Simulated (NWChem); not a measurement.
# CH4Be; SMILES [CH3][BeH]

Program: NWChem. Coordinates come from a PBE-D3(BJ)/def2-SVP optimisation. Ions are spin-unrestricted doublets at the neutral geometry; other ion states weren't tried. Functional: LC-ωPBE (HJS hole) with def2-SVP; rows give the range parameter ω in 1/bohr.

For range parameter (1/bohr) 0.50:

```yaml
vertical ionisation energy, ΔSCF (eV): 11.43
"−ε(HOMO) (eV)": 11.76
```

**Question.** What are these values for range parameter (1/bohr) 0.05?

**Answer.** The vertical ionisation energy, ΔSCF (eV) is 10.79 and the −ε(HOMO) (eV) is 7.78.
